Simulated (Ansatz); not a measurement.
Relaxation of the cluster Hg2O3⁻ with UKS PBE0-D4/def2-SVPD.

```sh
$ ansatz run in.yaml --threads 4 --pin off --events-out ev --progress --plain --max-ram 4787MiB
```

```yaml
crystal:
  periodic: [false, false, false]
  atoms:
    - {symbol: Hg, position_ang: [-1.865280, 0.497520, -0.134490]}
    - {symbol: Hg, position_ang: [1.862070, -0.497870, 0.164400]}
    - {symbol: O, position_ang: [-0.004380, -0.000780, 0.049370]}
    - {symbol: O, position_ang: [-3.653250, 0.983510, -0.347500]}
    - {symbol: O, position_ang: [3.660830, -0.982370, 0.268230]}
basis:
  gaussian: {orbitals: def2-SVPD}
total_charge: -1
magnetization: {spin_polarized: true, initial_magnetization: 1}
hamiltonian: {xc: pbe0, dispersion: d4}
scf: {lower_state_search: "off"}
output: {orbitals: {seedname: orbitals}}
relax: {f_tol: 0.02, max_steps: 100}
```

Hardware: 4 threads of Arm Neoverse V1 on a shared host. Wall time 1.8 min, peak host memory 0.71 GiB.

Positions (Å) and forces (eV/Å) at steps 1, 2, 3, 4, 5, 6, 7, 9 of 9:

```xyz
5
step=1 energy=-14479.7268 eV
Hg   -1.865    0.498   -0.134    0.599   -0.153   -0.010
Hg    1.862   -0.498    0.164   -0.576    0.142   -0.063
O    -0.004   -0.001    0.049   -0.006    0.003    0.087
O    -3.653    0.984   -0.347   -1.100    0.293   -0.088
O     3.661   -0.982    0.268    1.082   -0.284    0.075
5
step=2 energy=-14479.7857 eV
Hg   -1.882    0.505   -0.150    0.188   -0.048   -0.025
Hg    1.881   -0.506    0.164   -0.178    0.051   -0.056
O    -0.004    0.000    0.052   -0.009    0.000    0.074
O    -3.706    0.996   -0.342   -0.264    0.070   -0.018
O     3.711   -0.995    0.276    0.263   -0.072    0.026
5
step=3 energy=-14479.8166 eV
Hg   -1.886    0.507   -0.164    0.059   -0.015   -0.029
Hg    1.887   -0.506    0.151   -0.054    0.016   -0.042
O    -0.022   -0.003    0.251   -0.011   -0.002    0.145
O    -3.725    1.004   -0.431    0.259   -0.068   -0.017
O     3.746   -1.001    0.192   -0.253    0.069   -0.057
5
step=4 energy=-14479.8626 eV
Hg   -1.869    0.502   -0.163    0.261   -0.074    0.108
Hg    1.871   -0.502    0.149   -0.274    0.070    0.062
O    -0.039   -0.006    0.447    0.005    0.000   -0.021
O    -3.696    1.000   -0.526    0.304   -0.078   -0.050
O     3.734   -0.995    0.093   -0.295    0.082   -0.099
5
step=5 energy=-14479.9329 eV
Hg   -1.834    0.492   -0.122    0.200   -0.057    0.064
Hg    1.829   -0.493    0.187   -0.208    0.059    0.015
O    -0.056   -0.008    0.642    0.013   -0.002   -0.072
O    -3.624    0.985   -0.658    0.357   -0.095    0.022
O     3.686   -0.976   -0.049   -0.363    0.095   -0.029
5
step=6 energy=-14480.0152 eV
Hg   -1.759    0.470   -0.087   -0.056    0.009    0.093
Hg    1.749   -0.472    0.207    0.036   -0.012    0.091
O    -0.073   -0.011    0.841    0.010    0.001   -0.076
O    -3.492    0.954   -0.775    0.216   -0.055   -0.039
O     3.575   -0.942   -0.187   -0.207    0.057   -0.069
5
step=7 energy=-14480.0572 eV
Hg   -1.718    0.457   -0.017    0.060   -0.015   -0.060
Hg    1.697   -0.460    0.267   -0.051    0.017   -0.066
O    -0.087   -0.013    1.008   -0.009   -0.001    0.077
O    -3.351    0.922   -0.914    0.054   -0.015    0.031
O     3.460   -0.906   -0.345   -0.055    0.013    0.018
5
step=9 energy=-14480.0672 eV
Hg   -1.675    0.444    0.007   -0.008    0.002   -0.011
Hg    1.650   -0.448    0.284    0.009   -0.002   -0.010
O    -0.097   -0.014    1.117   -0.001    0.000    0.017
O    -3.255    0.899   -0.981    0.009   -0.002    0.003
O     3.378   -0.881   -0.427   -0.009    0.002    0.002
```

In the def2 sets Hg takes a core potential; there is no spin–orbit coupling. The relaxation made no stability test and no search for a lower SCF solution. Another isomer (doublet) lies 0.55 eV lower at PBE0-D4/def2-TZVPD; other spin states weren't run for this one.
